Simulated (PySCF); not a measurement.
# What a mistake does to a calculation on AlCClGeH5 cation

All numbers below are calculated, not measured. The program is PySCF 2.14.0, an open-source quantum chemistry code, run on an isolated molecule that a program drew, which may never have been made. The molecule is AlCClGeH5 cation (charge +1, singlet), drawn as the SMILES string `[Cl][Al+][CH2][GeH3]`.

Each row is a Hartree-Fock (HF) and frozen-core CCSD(T) single point in the cc-pV(D+d)Z basis, meant for a local HF minimum. Run 1 is clean. Each other run has one planted mistake out of seven kinds, and not every kind appears here: one electron removed, one electron added, multiplicity raised by two, geometry at a saddle point, minimal basis STO-3G, one bond length entered in bohr, all coordinates scaled. The reference is restricted for singlets and unrestricted otherwise, and also for a bond in bohr. Adding or removing an electron swaps singlet and doublet. Electrons count all cores. HOMO and LUMO are orbital energies over both spins, the gradient is its largest component, and the lowest frequency (negative if imaginary) is given only where the gradient is small. Bond lengths are over the 8 bonds as drawn. T1 is the CCSD diagnostic: over 0.02 (restricted) or 0.045 (unrestricted) a single reference is doubtful. Germanium has the cc-pVDZ-PP basis, with a core potential (ECP10MDF) in place of its 10 inner electrons, and its 3s, 3p and 3d shells are frozen in CCSD(T).

Geometry of the clean run:
```xyz
9
AlCClGeH5 cation, angstrom
Cl    1.1296    3.2933    1.8315
Al    1.1499    1.5807    0.7581
C     1.1269   -0.0296   -0.2445
Ge   -0.6600   -0.9429   -0.5297
H     1.5627    0.1997   -1.2240
H     1.8004   -0.7298    0.2634
H    -0.3590   -2.1796   -1.3553
H    -1.2112   -1.2692    0.8535
H    -1.5523    0.0565   -1.2569
```

| run | electrons | basis functions | <S^2> | HOMO (eV) | LUMO (eV) | gradient (hartree/bohr) | lowest frequency (cm^-1) | mean bond (Å) | longest bond (Å) | T1 | HF (hartree) | CCSD(T) (hartree) | mistake |
|---|---|---|---|---|---|---|---|---|---|---|---|---|---|
| 1 | 72 | 108 | 0.000 | -16.51 | -4.01 | 4.2e-05 | 64 | 1.5880 | 2.027 | 0.0122 | -1035.38666 | -1035.87557 | no fault |
| 2 | 72 | 108 | 0.875 | -13.22 | -4.19 | 6.3e-03 | - | 1.7567 | 2.867 | 0.0348 | -1035.28331 | -1035.75779 | one bond length entered in bohr |
| 3 | 71 | 108 | 0.764 | -22.24 | -13.57 | 9.4e-02 | - | 1.5880 | 2.027 | 0.0426 | -1034.83604 | -1035.29640 | one electron removed |
| 4 | 72 | 108 | 2.024 | -11.27 | -8.02 | 5.8e-02 | - | 1.5880 | 2.027 | 0.0323 | -1035.21281 | -1035.68456 | ? |
| 5 | 72 | 108 | 0.000 | -16.18 | -4.39 | 3.2e-02 | - | 1.6721 | 2.134 | 0.0134 | -1035.36669 | -1035.86246 | ? |

**Which mistake was planted in run 4, and what did it cost?**

Electrons, basis and geometry are unchanged, and <S^2> is 2.024, beside S(S+1) = 2.00 for a multiplicity of 3. So the mistake is: multiplicity raised by two. Subtracting run 1 and multiplying by 627.51 kcal/mol a hartree, the energy moved by 109.1 kcal/mol in HF and 119.9 kcal/mol in CCSD(T).

**Which mistake was planted in run 5, and what did it cost?**

The mean and the longest bond both change by the same factor, 1.053, and the gradient is no longer small. So the mistake is: all coordinates scaled. Subtracting run 1 and multiplying by 627.51 kcal/mol a hartree, the energy moved by 12.5 kcal/mol in HF and 8.2 kcal/mol in CCSD(T).

